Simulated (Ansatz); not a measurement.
`CCCCCCCBr`, relaxed with RKS PBE0-D4/def2-TZVP in Ansatz 0.2.0 from a PBE-D4/def2-SVP geometry. The force threshold is 0.005 eV/Å; the program also tests the step.

Charge 0, multiplicity 1.

Start:

```xyz
23

C    -0.959   -1.502   -3.024
C    -0.270   -0.981   -1.762
C    -1.252   -0.635   -0.636
C    -0.593   -0.171    0.670
C     0.154    1.163    0.559
C     0.730    1.684    1.881
C     1.707    0.758    2.591
Br    3.283    0.312    1.485
H    -0.228   -1.749   -3.820
H    -1.663   -0.749   -3.439
H    -1.548   -2.420   -2.814
H     0.340   -0.087   -2.018
H     0.456   -1.738   -1.388
H    -1.880   -1.529   -0.424
H    -1.959    0.149   -0.993
H     0.108   -0.964    1.015
H    -1.372   -0.086    1.461
H     0.985    1.071   -0.172
H    -0.534    1.934    0.148
H     1.218    2.668    1.713
H    -0.099    1.869    2.604
H     2.118    1.218    3.508
H     1.257   -0.217    2.853
```

(1) By how much does the energy fall, and how many steps does the optimiser take? (An estimate is asked.)

(2) Which bonds change most? (Estimate.)

(3) Give the relaxed structure. (An estimate is asked.)

Results:

(1) Computed: 0.09 eV, in 8 steps.

(2) The calculation gave: C7–Br8 from 1.977 to 1.953 Å; C7–H23 from 1.106 to 1.088 Å; C7–H22 from 1.105 to 1.088 Å; C5–H18 from 1.111 to 1.093 Å.

(3) The calculation gave: 
```xyz
23

C    -0.978   -1.485   -2.995
C    -0.271   -0.959   -1.758
C    -1.235   -0.632   -0.628
C    -0.561   -0.183    0.662
C     0.186    1.137    0.537
C     0.723    1.673    1.856
C     1.672    0.756    2.590
Br    3.274    0.347    1.551
H    -0.271   -1.714   -3.796
H    -1.691   -0.751   -3.382
H    -1.536   -2.399   -2.772
H     0.309   -0.069   -2.023
H     0.457   -1.699   -1.405
H    -1.845   -1.519   -0.420
H    -1.935    0.144   -0.962
H     0.128   -0.970    0.989
H    -1.320   -0.090    1.449
H     1.018    1.031   -0.164
H    -0.485    1.889    0.108
H     1.213    2.637    1.691
H    -0.115    1.861    2.541
H     2.038    1.207    3.510
H     1.227   -0.211    2.820
```
